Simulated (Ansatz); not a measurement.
# Pulling the pair apart

The pair of HBr (SMILES Br, atoms 1–2) and SO$_{2}$ (SMILES O=S=O, atoms 3–5), both closed shells, in one local arrangement (a lower one may exist), relaxed at PBE0-D4/def2-TZVP:

Br1  (-0.041, 0.335, -2.727)
H2  (-0.248, -0.160, -1.405)
O3  (0.800, 0.920, 1.726)
S4  (-0.001, -0.260, 1.810)
O5  (-0.510, -0.833, 0.596)
(Å)

SO$_{2}$ is shifted rigidly along the line between the mean atom positions of the two fragments (negative: closer). Counterpoise interaction energies in kJ/mol. Ansatz 0.2.0; basis: def2-TZVPPD; cores frozen in the correlated methods. Filled d shells of the heavier atoms are correlated. The def2 sets are not built for correlating such inner shells, so the correlated values are less sure here.

```csv
shift (Å),PBE-D4,MP2,PBE0-D4
-0.36,-6.3,-2.8,-5.6
-0.18,-10.2,-7.8,-9.7
0.00,-11.2,-9.5,-10.8
0.18,-10.8,-9.6,-10.5
0.43,-9.3,-8.4,-9.2
0.89,-6.3,-5.8,-6.3
1.78,-2.8,-2.6,-2.8
3.55,-0.8,-0.8,-0.9
```

Q: What does CCSD(T) give at these shifts? (An estimate is asked for; the value comes from the calculation.)

A: The calculation gives: 0.0, -5.9, -8.3, -8.8, -8.0, -5.6, -2.5, -0.8 kJ/mol. For zero shift, CCSD(T) at an estimated basis limit (MP2 extrapolated from triple and quadruple zeta, plus CCSD(T) − MP2 in triple zeta) gives -10.1 kJ/mol. These are counterpoise interaction energies, counted from the two frozen fragments.

The T1 diagnostic stays at or below 0.016. The restricted Hartree–Fock reference is unstable towards an unrestricted one here.

For scale, one of the runs: CCSD(T)/def2-TZVPPD, 205 basis functions, launched by `ansatz run in.yaml --threads 4 --pin off --events-out ev --progress --plain --max-ram 9574MiB`. The run took 91 s on 4 CPU threads of an Arm Neoverse V1 (shared host), with 2.7 GiB of host memory at its peak.
